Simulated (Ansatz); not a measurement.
C₃H₁₀B₃O₃ (SMILES CB1OB(C)[OH+]B(C)O1), charge +1, singlet, geometry from GFN2-xTB; PBE/STO-3G run with Ansatz (an electronic-structure program).

The Ansatz input:
Ansatz 0.2 input:
```yaml
crystal:
  periodic: [false, false, false]
  atoms:
    - {symbol: C, position_ang: [1.55017480, 2.52376653, 0.43186327]}
    - {symbol: B, position_ang: [0.74441431, 1.20639358, 0.21146577]}
    - {symbol: O, position_ang: [-0.63297883, 1.19769932, 0.08470926]}
    - {symbol: B, position_ang: [-1.40764061, 0.15281059, -0.10721144]}
    - {symbol: C, position_ang: [-2.96598204, 0.14797066, -0.23653381]}
    - {symbol: O, position_ang: [-0.69256398, -1.12749516, -0.19046388]}
    - {symbol: B, position_ang: [0.76911319, -1.19419293, -0.06915601]}
    - {symbol: C, position_ang: [1.46627084, -2.58911906, -0.18322750]}
    - {symbol: O, position_ang: [1.35348684, -0.03089726, 0.11833668]}
    - {symbol: H, position_ang: [1.62532102, 3.08286401, -0.50051865]}
    - {symbol: H, position_ang: [2.56270630, 2.34106553, 0.77664846]}
    - {symbol: H, position_ang: [1.05399689, 3.19003835, 1.13286680]}
    - {symbol: H, position_ang: [-3.43049075, 0.35078071, 0.72812695]}
    - {symbol: H, position_ang: [-3.30896210, 0.94805819, -0.88868509]}
    - {symbol: H, position_ang: [-3.38149943, -0.78580665, -0.60502846]}
    - {symbol: H, position_ang: [-1.19421256, -1.94211873, -0.32808476]}
    - {symbol: H, position_ang: [0.78690927, -3.43516332, -0.12737374]}
    - {symbol: H, position_ang: [2.22242057, -2.71480915, 0.58851612]}
    - {symbol: H, position_ang: [2.00804252, -2.67012884, -1.12522737]}
basis:
  gaussian:
    orbitals: STO-3G
hamiltonian:
  xc: pbe
total_charge: 1
```

**Question.** Predict the main parts of the log of this Ansatz run.

**Answer.** 
```
Functional definition: PBE
778 factors; integrals over basis functions are off by at most 1.1e-4 eV
mean field evaluation 1: about -11283.0865 eV, gradient 3.1e1 eV
mean field evaluation 2: about -11276.0654 eV, gradient 6.3e1 eV
mean field evaluation 4: about -11285.8722 eV, gradient 2.0e0 eV
mean field evaluation 8: about -11285.6528 eV, gradient 5.1e-2 eV
mean field evaluation 16: about -11285.6528 eV, gradient 3.2e-5 eV
mean field -11285.65279380 eV, -414.7400904819 hartree, gradient 3.2e-5 eV, S^2 0.000000; 0 other end points of the search recorded, 0 dependent functions left out
reference -11285.65283013 eV, -414.7400918170 hartree; 33, 33 occupied and 22, 22 virtual orbitals, 778 factors
Total energy: -11285.65283013 eV, -414.7400918170 hartree
```
